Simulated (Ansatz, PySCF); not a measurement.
This Ansatz (a first-principles code) input computes a CAM-B3LYP/def2-TZVPD energy:

Ansatz 0.2 input:
```yaml
crystal:
  periodic: [false, false, false]
  atoms:
    - {symbol: Al, position_ang: [-0.00000000, -0.00000000, -2.06753599]}
    - {symbol: I, position_ang: [0.00000000, 0.00000000, 0.50713147]}
basis:
  gaussian:
    orbitals: def2-TZVPD
hamiltonian:
  xc: {name: CAM-B3LYP}
output: {forces: true}
```

Q: Write an input for the same energy in PySCF and say what it gives.

A: 
```python
from pyscf import gto, scf, dft

mol = gto.M(
    atom='''
    Al   -0.00000000   -0.00000000   -2.06753599
    I     0.00000000    0.00000000    0.50713147
    ''',
    basis='def2-tzvpd',
    ecp='def2-tzvp',
    charge=0,
    spin=0,
    verbose=4,
)

mf = dft.RKS(mol, xc='camb3lyp').density_fit(auxbasis='def2-universal-jkfit')
mf.grids.level = 3
mf.conv_tol = 1e-9
mf.max_cycle = 100
mf.max_memory = 1500
mf.kernel()
if not mf.converged:
    mf = mf.newton()
    mf.kernel(mf.make_rdm1())
mf.analyze()
```
It gives -540.19456 Eh, and Ansatz -540.19454 Eh, a difference of 0.02 mEh, from the treatment of integrals and grids.
